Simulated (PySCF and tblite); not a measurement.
# 3-formyl-1-fluorobenzene, C₇H₅FO, numbered as in [O:1]=[CH:2][c:3]1[cH:4][cH:5][cH:6][c:7]([F:8])[cH:9]1: conformational analysis

Geometries GFN2-xTB; weights from PBE0-D3(BJ)/pcSseg-1 (IEF-PCM, benzene) energies and GFN2-xTB thermal corrections, with symmetry numbers and mirror pairs. Conformers within 3 kcal/mol (GFN2-xTB free energy) were kept, 3 at most. GIAO shieldings: PBE0/pcSseg-1 (IEF-PCM, benzene). Couplings: B3LYP/6-31G* with pcJ-1 on H, F (gas phase; spin-dipole term only for pairs with B, N, F, Si or P). TDDFT excitations: CAM-B3LYP/def2-SVPD (IEF-PCM, benzene). Couplings are for ¹⁹F, ¹H. H–H couplings come out 0.1 to 0.9 Hz lower than with pcJ-1 on all atoms. Shifts are against TMS (¹H), TMS (¹³C), CFCl3 (¹⁹F) at the same level. Programs: PySCF with density fitting and tblite.

Torsions listed: O1–C2–C3–C4.

| conformer | shape | symmetry | E(GFN2) kcal/mol | E(DFT) kcal/mol | G(298.15 K) kcal/mol | weight % | dipole D |
| --- | --- | --- | --- | --- | --- | --- | --- |
| 1 | 180° | Cs | 0.18 | 0.00 | 0.00 | 59.4 | 4.20 |
| 2 | 0° | Cs | 0.00 | 0.20 | 0.23 | 40.6 | 2.27 |

Weights (%) against temperature:

| T (K) | 1 | 2 | S(mix) cal/mol/K |
| --- | --- | --- | --- |
| 250 | 60.8 | 39.2 | 1.33 |
| 273.15 | 60.0 | 40.0 | 1.34 |
| 298.15 | 59.4 | 40.6 | 1.34 |
| 323.15 | 58.8 | 41.2 | 1.35 |
| 373.15 | 57.9 | 42.1 | 1.35 |

Averaged shifts at 298.15 K. ¹H: 10.17 (H2, 1H), 8.07 (H4, 1H), 8.04 (H9, 1H), 8.00 (H5, 1H), 7.77 (H6, 1H) ppm. ¹³C: 197.7 (C2), 173.6 (C7), 143.4 (C3), 137.1 (C5), 133.6 (C4), 129.1 (C6), 123.4 (C9) ppm. ¹⁹F: -116.3 (F8) ppm.

Averaged couplings (Hz): ³J(H6,F8) 8.0, ³J(F8,H9) 8.8, ³J(H4,H5) 8.7, ³J(H5,H6) 9.3. Computed couplings to fluorine can be off by tens of per cent at such levels.

Coordinates of conformer 1 (Å):

```xyz
14

O     2.919    1.276    0.241
C     2.340    0.234    0.081
C     0.878    0.074    0.027
C     0.307   -1.183   -0.165
C    -1.069   -1.322   -0.213
C    -1.889   -0.215   -0.071
C    -1.308    1.029    0.119
F    -2.107    2.103    0.257
C     0.060    1.195    0.171
H     2.894   -0.718   -0.042
H     0.945   -2.046   -0.277
H    -1.510   -2.296   -0.362
H    -2.963   -0.301   -0.105
H     0.501    2.169    0.319
```

Unscaled ¹⁹F shifts at such levels can be off by tens of ppm; differences between conformers or isomers are more reliable. Shifts are unscaled: against experiment ¹³C can be off by 15 ppm or more and ¹H by 0.8 ppm.

Search and properties took 3.1 min on 1 thread of Arm Neoverse V1, shared host (rough), launched as `OMP_NUM_THREADS=1 python ens_run.py task.json out`.


Conformer gaps in pcSseg-1 on xTB geometries can be 2 kcal/mol off for S=O, P=O and other polar bonds.